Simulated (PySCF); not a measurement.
Delta-SCF ions had no search for a lower state. Excitations are Tamm–Dancoff values on a coarser integration grid. The basis has no diffuse functions, so Rydberg states are missing or too high.

Z-matrix (Å, degrees):
```
Ge
H 1 1.5420
H 1 1.5436 2 107.70
Ge 1 2.4277 2 110.13 3 -119.52
H 4 1.5450 1 108.21 2 -63.63
H 4 1.5454 5 106.84 1 116.30
Ge 1 2.4281 2 108.66 3 117.83
H 7 1.5375 1 110.47 2 61.80
H 7 1.5434 8 110.13 1 -121.18
C 7 2.0040 8 108.25 9 -119.31
O 10 1.2002 7 122.13 8 -29.43
H 10 1.1264 11 120.67 7 178.02
Ge 4 2.4410 5 110.23 6 119.77
H 13 1.5405 4 109.15 5 60.35
H 13 1.5407 14 110.10 4 -119.56
N 13 1.8430 14 106.80 15 -115.57
H 16 1.0173 13 113.81 14 177.09
H 16 1.0173 17 107.87 13 -127.29
```
Charge 0, spin multiplicity 1.

Problem. Predict the brightest of the four lowest singlets (TDA), T1 excitation (TDA), S1–T1 gap (TDA), dipole moment, S1 excitation (TDA), HOMO–LUMO gap, HOMO and vertical ionisation energy (Delta-SCF) from PBE0-D4/def2-TZVP // PBE0-D4/def2-SVP (PySCF).

Solution. 
The brightest of the four lowest singlets (TDA) is 4.80 eV, the T1 excitation (TDA) is 2.58 eV and the S1–T1 gap (TDA) comes out as 0.72 eV. The dipole moment comes out as 2.78 D and the S1 excitation (TDA) comes out as 3.30 eV. The HOMO–LUMO gap comes out as 5.01 eV and the HOMO comes out as -6.68 eV. The vertical ionisation energy (Delta-SCF) is 8.13 eV.
